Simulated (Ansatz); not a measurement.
`BC(F)[SiH3]` + H₂O → `BC(O)[SiH3]` + H–F at 298.15 K and 1 bar (formal hydrolysis of a C–F bond).

Isolated molecules relaxed with PBE0-D4/def2-TZVP in Ansatz; ΔE leaves out vibrations. CCSD(T)/CBS adds triple-zeta CCSD(T) − MP2 to the extrapolated MP2 energy (def2 sets, frozen cores). This one scheme is used for every species. Each species was taken in one conformer, which may not be the lowest.

```
      species  CCSD(T)/CBS energy (Eh)  H − E (kJ/mol)  S (J/(mol·K))
`BC(F)[SiH3]`               -455.28386           188.4          322.8
          H₂O                -76.37941            66.4          188.7
`BC(O)[SiH3]`               -431.26840           221.9          324.0
          H–F               -100.39570            33.5          173.6
```

H − E and S are ideal-gas, rigid-rotor, harmonic terms from PBE0-D4/def2-TZVP, for one conformer and one mirror image of each species. 1 Eh = 2625.50 kJ/mol, R = 8.31446 J/(mol·K).

Task: By hand: ΔE, ΔH, ΔS and ΔG.

Result: ΔE = (-431.26840) + (-100.39570) − (-455.28386) − (-76.37941) = -0.00083 Eh = -2.2 kJ/mol. Δ(H − E) = 221.9 + 33.5 − 188.4 − 66.4 = 0.6, so ΔH = -1.6 kJ/mol. ΔS = 324.0 + 173.6 − 322.8 − 188.7 = -13.9 J/(mol·K). ΔG = -1.6 − 298.15 × (-13.9)/1000 = 2.5 kJ/mol.

Task: By hand: the equilibrium constant, and the temperature at which ΔG would vanish if ΔH and ΔS stayed fixed.

Result: log₁₀ K = −ΔG/(RT ln 10) = -0.4. ΔG = 0 at ΔH/ΔS = 115 K, though so small a ΔH makes that figure unsure.

TΔS isn't small against ΔH here. The sign of ΔG lies within the doubt. A doubt of 5 kJ/mol in ΔE shifts log₁₀ K by 0.9 here. Other conformers and mirror images would add mixing entropy, several J/(mol·K) or more a flexible species. These are equilibria of isolated gas molecules and say nothing of rates. Largest T1 diagnostic: 0.013 (customary marks: 0.02 for closed shells, 0.045 for open ones).
